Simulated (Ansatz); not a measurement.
Geometry optimisation, Ansatz, RKS PBE0-D4/STO-3G.

The input (input.yaml):

```yaml
crystal:
  periodic: [false, false, false]
  atoms:
    - { symbol: Si, position_ang: [0.612, -1.1163, 2.3867] }
    - { symbol: Si, position_ang: [1.0203, 0.2921, 0.6009] }
    - { symbol: O, position_ang: [1.2437, -0.5368, -0.856] }
    - { symbol: C, position_ang: [0.1768, -0.6863, -1.6648] }
    - { symbol: C, position_ang: [-0.6788, 0.6173, -1.7863] }
    - { symbol: Si, position_ang: [-0.9614, 1.3424, -0.0173] }
    - { symbol: H, position_ang: [1.7829, -1.865, 2.7759] }
    - { symbol: H, position_ang: [0.17, -0.2507, 3.5433] }
    - { symbol: H, position_ang: [-0.5306, -1.9987, 2.0752] }
    - { symbol: H, position_ang: [2.1281, 1.2726, 0.8487] }
    - { symbol: H, position_ang: [0.4201, -1.0156, -2.6358] }
    - { symbol: H, position_ang: [-0.4984, -1.4966, -1.2319] }
    - { symbol: H, position_ang: [-1.681, 0.5029, -2.3042] }
    - { symbol: H, position_ang: [-0.1163, 1.3692, -2.3139] }
    - { symbol: H, position_ang: [-2.1657, 0.6983, 0.6112] }
    - { symbol: H, position_ang: [-0.9446, 2.8486, 0.0127] }
basis:
  gaussian: { orbitals: STO-3G }
hamiltonian:
  xc: pbe0
  dispersion: d4
relax:
  f_tol: 0.02
  max_steps: 50
output:
  orbitals: {}
```

Launched with:

```bash
$ ansatz run input.yaml --threads 1 --pin off --max-ram 2048MiB --backend cpu --events-out ev --progress --plain --runs-dir out
```

Where does it end, and by what steps?

It converged. The force dipped under the threshold on the way, but the program's further checks kept it going. Limits of this set-up: minimal basis. After 8 steps the energy has fallen by 0.974 eV; H15 moved furthest, 0.37 Å.

```csv
step,energy less start (eV),largest force component (eV/Å),accepted
0,0.0000,5.354,yes
1,-0.7788,1.855,yes
2,-0.9272,0.811,yes
3,-0.9542,0.577,yes
4,-0.9690,0.146,yes
5,-0.9261,0.558,no
6,-0.9736,0.038,yes
7,-0.9743,0.019,yes
8,-0.9745,0.014,yes
```

```xyz
16
Properties=species:S:1:pos:R:3
Si 0.579 -1.135 2.339
Si 0.922 0.364 0.689
O 1.383 -0.386 -0.818
C 0.180 -0.651 -1.594
C -0.771 0.590 -1.757
Si -0.904 1.421 -0.070
H 1.762 -1.916 2.612
H 0.207 -0.459 3.560
H -0.489 -2.048 2.007
H 2.037 1.217 1.044
H 0.521 -0.994 -2.591
H -0.415 -1.486 -1.156
H -1.736 0.252 -2.154
H -0.336 1.279 -2.490
H -2.140 1.070 0.592
H -0.825 2.859 -0.168
```

The run took 35 s on 1 thread of Intel(R) Xeon(R) 6975P-C (Granite Rapids) (shared host), peak memory 0.16 GiB.
